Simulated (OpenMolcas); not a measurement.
Ionisation energies of bromine

```yaml
Program: OpenMolcas
Basis: ANO-RCC [9s8p6d4f2g]
Scalar_Hamiltonian: DKH2, point nucleus
Spin-orbit_coupling: RASSI with atomic mean-field integrals over the reference wave functions, term energies averaged over their components
```

Active shells in each charge state: the valence s, p shells, with orbitals averaged over the low states. Where CASPT2's correlated closed shells are named, they are those of the first ion.

A. CASSCF
B. SS-CASPT2, IPEA 0.25 Eh, imaginary shift 0.1 Eh (closed shells correlated: 3d)
C. SS-CASPT2, IPEA 0 Eh, imaginary shift 0.1 Eh (closed shells correlated: 3d)
D. SS-CASPT2, IPEA 0.25 Eh, imaginary shift 0.1 Eh (closed shells correlated: none)
E. SS-CASPT2, IPEA 0.25 Eh, imaginary shift 0.1 Eh (closed shells correlated: 3s 3p 3d)

Energies in eV between the lowest computed levels, named as in B; reference values from the NIST Atomic Spectra Database with their kind.

| From | To | A | B | C | D | E | Spin-orbit share in B | Reference |
| --- | --- | --- | --- | --- | --- | --- | --- | --- |
| Br3+ 4s2 4p2 3P0 | Br4+ 4s2 4p 2P* 1/2 | 45.876 | 46.906 | 46.993 | 46.614 | 46.869 | +0.034 | 47.782 (measured) |
| Br4+ 4s2 4p 2P* 1/2 | Br5+ 4s2 1S0 | 58.341 | 59.519 | 59.604 | 59.166 | 59.490 | +0.459 | 59.595 (measured) |
| Br5+ 4s2 1S0 | Br6+ 4s 2S 1/2 | 86.467 | 87.095 | 87.096 | 86.566 | 87.104 | +0.000 | 87.390 (measured) |
| Br6+ 4s 2S 1/2 | Br7+ 3d10 1S0 | 101.748 | 102.459 | 102.469 | 101.748 | 102.501 | +0.000 | 103.030 (semi-empirical) |

Steps that some method lacks are left out, and so are those with a state whose active s or d shell is doubly occupied in every root (s and p with five to eight electrons, d10) over a frozen core shell of the same l, since the two then mix freely.

Error against the reference values, in %:

```json
{"From": "Br3+", "Reference": "measured", "A": "-4.0", "B": "-1.8", "C": "-1.7", "D": "-2.4", "E": "-1.9"}
{"From": "Br4+", "Reference": "measured", "A": "-2.1", "B": "-0.1", "C": "0", "D": "-0.7", "E": "-0.2"}
{"From": "Br5+", "Reference": "measured", "A": "-1.1", "B": "-0.3", "C": "-0.3", "D": "-0.9", "E": "-0.3"}
{"From": "Br6+", "Reference": "semi-empirical", "A": "-1.2", "B": "-0.6", "C": "-0.5", "D": "-1.2", "E": "-0.5"}
```

Mean absolute error over the 3 measured values: A 1.36 eV, B 0.42 eV, C 0.36 eV, D 0.81 eV, E 0.43 eV. C lies closest.

* marks odd parity.
